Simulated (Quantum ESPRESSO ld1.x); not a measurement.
Q: Species: Ca I. Configuration: [Ar] 4s2 (the NIST ground configuration). Calculated with ld1.x of Quantum ESPRESSO 7.5: scalar-relativistic Kohn-Sham, PBE, spin-unpolarised, spherical densities, point nucleus. Some entries of the table are withheld. Estimate them.

| orbital | occ. | eigenvalue (eV) | <r^2> (bohr^2) |
|---|---|---|---|
| 1s | 2 | -3949.410 | 0.007943 |
| 2s | 2 | -414.371 | 0.1572 |
| 2p | 6 | (1) | (2) |
| 3s | 2 | -47.092 | 1.543 |
| 3p | 6 | (3) | (4) |
| 4s | 2 | (5) | (6) |

A: 
(1) 2p eigenvalue (eV): -334.739
(2) 2p <r^2> (bohr^2): 0.1330
(3) 3p eigenvalue (eV): -28.008
(4) 3p <r^2> (bohr^2): 1.907
(5) 4s eigenvalue (eV): -3.766
(6) 4s <r^2> (bohr^2): 18.55
